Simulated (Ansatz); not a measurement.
Compare A (`NC#C[O][GeH3]`) with its isomer B (`C[O][GeH2][C]#N`).

Gas-phase electronic energies from Ansatz, PBE0-D4/def2-TZVP geometries. CBS: MP2 limit from def2 TZ/QZ plus the TZ coupled-cluster correction, frozen cores. DFT in def2-TZVPP. B3LYP here is the variant with VWN-RPA as its local correlation; programs differ in this. For Ge outer-core shells are correlated without core-valence functions, which leaves a few kJ/mol of doubt a bond. Scalar relativity is left out up to krypton. Each species was taken in one conformer, which may not be the lowest.

A:

```xyz
10

N    -2.606    0.358    0.845
C    -1.292    0.044    0.745
C    -0.131   -0.267    0.738
O     1.125   -0.609    0.746
Ge    2.060   -0.242   -0.768
H    -3.207   -0.148    0.212
H    -2.803    1.348    0.824
H     1.385   -1.006   -1.913
H     2.002    1.275   -0.979
H     3.468   -0.753   -0.451
```

B:

```xyz
10

C    -1.1862   -0.0537    1.3069
O    -0.7558   -0.3328   -0.0075
Ge    0.8569    0.2045   -0.4839
C     1.0072   -0.3837   -2.3050
N     1.1397   -0.7180   -3.3983
H    -1.2250    1.0244    1.5089
H    -0.5445   -0.5270    2.0610
H    -2.1944   -0.4568    1.4168
H     0.9622    1.7345   -0.4495
H     1.9398   -0.4913    0.3504
```

Task: Which isomer does CCSD(T)/CBS put lower? Give the gap. (Best estimate.)

Result: Ansatz gave: B, by 49.6 kcal/mol.

Task: Give E(B) − E(A) in kcal/mol with HF/def2-TZVPP, r2SCAN-D4, CCSD(T)/def2-TZVPP, MP2/def2-TZVPP, PBE0-D4, CCSD/def2-TZVPP, B3LYP-D4. (An estimate is asked.)

Result: Ansatz gave: HF/def2-TZVPP -52.0, r2SCAN-D4 -44.1, CCSD(T)/def2-TZVPP -52.0, MP2/def2-TZVPP -51.8, PBE0-D4 -41.5, CCSD/def2-TZVPP -52.0, B3LYP-D4 -44.4. None reverses the order clearly.

Largest T1 diagnostic: 0.013.

From PBE to PBE0 (25 % exact exchange), in def2-TZVPP and without D4, E(B) − E(A) moves by −1.2 kcal/mol.
